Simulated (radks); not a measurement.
The table gives one normalised radial function P(r) = r R(r) (large component) of Ta4+ in [Xe] 4f14 5d1 (r in bohr). All-electron calculation, Dirac Kohn-Sham, LDA (Slater exchange, Perdew-Wang correlation), spin-unpolarised, spherical densities, finite nucleus; open shells are shared between the two j in proportion to 2j + 1; Fermi nuclear charge, rms radius 5.3507 fm. Program: a radial shooting solver on a logarithmic mesh with Libxc functionals.

r	P
0.00092	0.0000
0.001227	0.0000
0.001637	0.0000
0.002165	0.0001
0.002888	0.0001
0.003852	0.0003
0.005138	0.0006
0.006853	0.0012
0.00914	0.0024
0.01209	0.0047
0.01613	0.0096
0.02151	0.0190
0.02869	0.0363
0.03827	0.0662
0.05104	0.1126
0.06753	0.1720
0.09007	0.2322
0.1201	0.2536
0.1602	0.1834
0.2137	-0.0040
0.285	-0.2465
0.3802	-0.3843
0.503	-0.2778
0.6709	0.0712
0.8948	0.4961
1.193	0.7902
1.592	0.8322
2.123	0.6388
2.809	0.3554
3.747	0.1275
4.997	0.0262

Which n and l does it have? It may be an empty orbital.

Answer. n = 5, l = 2: the number of nodes gives n - l - 1 = 2, the rise at small r points to l (for j = l - 1/2 the large component starts outside the nucleus as r^gamma with gamma = sqrt(l^2 - (Z/c)^2) = 1.93 and the r^(l+1) term takes over further out; the orbital of l - 1 with the same j starts with the same power, but with a larger coefficient, and does not steepen), and the extent must fit the shell. The curve is that of 5d3/2; the two j differ most near the nucleus, where j = l - 1/2 has the larger amplitude, and in heavy atoms j = l - 1/2 is also the more compact. 5d3/2: eigenvalue -42.004 eV, 2 radial nodes at r = 0.213, 0.639 bohr, <r> = 1.71 bohr, 90 % of the charge inside 2.55 bohr.
